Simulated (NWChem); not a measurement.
System: SnH₃Cl; SMILES [Cl][SnH3]

Input file for NWChem:

```
start job
memory heap 200 mb stack 900 mb global 1100 mb
geometry units angstroms noautosym nocenter noautoz
  Sn     0.000000     0.000000    -0.573354
  Cl     0.000000     0.000000     1.804161
  H      1.603451     0.400758    -1.058704
  H     -1.148792     1.188250    -1.058704
  H     -0.454659    -1.589008    -1.058704
end
basis spherical
  * library def2-svpd
end
ecp
  Sn library def2-ecp
end
dft
  xc pbe0
  iterations 150
end
property
  response 1 0.0428
end
task dft property
```

The geometry was optimised at PBE-D3(BJ)/def2-SVP. def2 effective core potentials on Sn; no spin-orbit coupling.

Field at 1065 nm.

**Question.** Give the results of this calculation. (PBE0/def2-SVPD with def2 effective core potentials on Sn.) Quantities: isotropic polarisability (bohr³); anisotropy (bohr³).

**Answer.** 
```json
{
 "isotropic polarisability (bohr³)": "57.3",
 "anisotropy (bohr³)": "13.2"
}
```
